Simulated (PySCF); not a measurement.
Molecule: `InChI=1S/C8H16/c1-7(2)8-5-3-4-6-8/h7-8H,3-6H2,1-2H3`.

Molfile (atoms numbered from 1):
```
C8H16
     RDKit          3D

 24 24  0  0  0  0  0  0  0  0999 V2000
   -2.1532    0.4152    1.3062 C   0  0  0  0  0  0  0  0  0  0  0  0
   -1.4096   -0.2352    0.1440 C   0  0  0  0  0  0  0  0  0  0  0  0
   -2.2412   -0.1565   -1.1320 C   0  0  0  0  0  0  0  0  0  0  0  0
   -0.0173    0.3751   -0.0391 C   0  0  0  0  0  0  0  0  0  0  0  0
    0.7885   -0.1765   -1.2223 C   0  0  0  0  0  0  0  0  0  0  0  0
    2.2276    0.1870   -0.8789 C   0  0  0  0  0  0  0  0  0  0  0  0
    2.3177   -0.1367    0.6129 C   0  0  0  0  0  0  0  0  0  0  0  0
    0.9226    0.1956    1.1799 C   0  0  0  0  0  0  0  0  0  0  0  0
   -2.3329    1.4843    1.1030 H   0  0  0  0  0  0  0  0  0  0  0  0
   -3.1330   -0.0602    1.4688 H   0  0  0  0  0  0  0  0  0  0  0  0
   -1.5883    0.3461    2.2477 H   0  0  0  0  0  0  0  0  0  0  0  0
   -1.2613   -1.3051    0.3890 H   0  0  0  0  0  0  0  0  0  0  0  0
   -2.3566    0.8904   -1.4600 H   0  0  0  0  0  0  0  0  0  0  0  0
   -3.2509   -0.5657   -0.9721 H   0  0  0  0  0  0  0  0  0  0  0  0
   -1.7830   -0.7170   -1.9599 H   0  0  0  0  0  0  0  0  0  0  0  0
   -0.1551    1.4594   -0.2124 H   0  0  0  0  0  0  0  0  0  0  0  0
    0.6805   -1.2760   -1.2655 H   0  0  0  0  0  0  0  0  0  0  0  0
    0.4573    0.2209   -2.1932 H   0  0  0  0  0  0  0  0  0  0  0  0
    2.3840    1.2669   -1.0451 H   0  0  0  0  0  0  0  0  0  0  0  0
    2.9755   -0.3455   -1.4861 H   0  0  0  0  0  0  0  0  0  0  0  0
    2.5289   -1.2110    0.7390 H   0  0  0  0  0  0  0  0  0  0  0  0
    3.1290    0.4040    1.1228 H   0  0  0  0  0  0  0  0  0  0  0  0
    0.9420    1.1041    1.8003 H   0  0  0  0  0  0  0  0  0  0  0  0
    0.5619   -0.6148    1.8338 H   0  0  0  0  0  0  0  0  0  0  0  0
  1  2  1  0
  2  3  1  0
  2  4  1  0
  4  5  1  0
  5  6  1  0
  6  7  1  0
  7  8  1  0
  8  4  1  0
  1  9  1  0
  1 10  1  0
  1 11  1  0
  2 12  1  0
  3 13  1  0
  3 14  1  0
  3 15  1  0
  4 16  1  0
  5 17  1  0
  5 18  1  0
  6 19  1  0
  6 20  1  0
  7 21  1  0
  7 22  1  0
  8 23  1  0
  8 24  1  0
M  END
```

Geometry PBE0-D3(BJ)/def2-SVP throughout; GIAO in PySCF 2.14.0 with density-fitted response routines, gas phase, one conformer, non-relativistic; equivalent atoms averaged; basis pcSseg-1.

For orientation, WP04 gives these absolute shieldings σ: C4 121.9, C2 132.3, C5/C8 136.8, C6/C7 141.1, C1/C3 148.2, H18/H23 29.98, H20/H21 30.14, H19/H22 30.18, H16 30.42 ppm.

A run gave: C4 132.5, C2 143.9, C5/C8 148.3, C6/C7 153.5, C1/C3 158.6, H18/H23 29.64, H20/H21 29.83, H19/H22 29.87, H16 30.29 ppm (absolute shieldings σ).

Problem. Which functional was used in that run?
A. B97-D
B. KT2
C. CAM-B3LYP
D. PBE
E. HF

Solution. C. C2 tells them apart best: CAM-B3LYP gives 143.9, B97-D gives 138.5, KT2 gives 142.3, HF gives 158.4, PBE gives 139.0 ppm.
